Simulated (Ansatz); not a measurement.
Consider the ligand exchange at a Ge–C bond: `N=[C](O)[GeH2][NH2]` + `[NH2][GeH2][NH2]` → `[NH2][GeH2][NH][GeH2][NH2]` + `N=CO`.

Isolated molecules relaxed with PBE0-D4/def2-TZVP in Ansatz; ΔE leaves out vibrations. CCSD(T)/CBS is the MP2 limit (def2-TZVPP, def2-QZVPP) plus CCSD(T) − MP2 in def2-TZVPP, frozen cores. This one scheme is used for every species. DFT in def2-TZVPP. For Ge outer-core shells are correlated without core-valence functions, which leaves a few kJ/mol of doubt a bond. Scalar relativity is left out up to krypton. One conformer a species, not always the lowest.

```
             level  ΔE (kJ/mol)
              PBE0        -36.6
SCS-MP2/def2-QZVPP        -46.7
```

Q: What does CCSD(T)/CBS give? (Estimate.)

A: Ansatz gave: -44.1 kJ/mol. The listed levels differ from it by 7.5, -2.6 kJ/mol.

Largest T1 diagnostic among the species: 0.014.

From PBE to PBE0 (25 % exact exchange), in def2-TZVPP and without D4, ΔE moves by −5.4 kJ/mol. In def2-TZVPP, CCSD(T) changes the Hartree–Fock value by +5.4 kJ/mol (the triples alone add +0.7 kJ/mol) and MP2 by +3.7 kJ/mol.
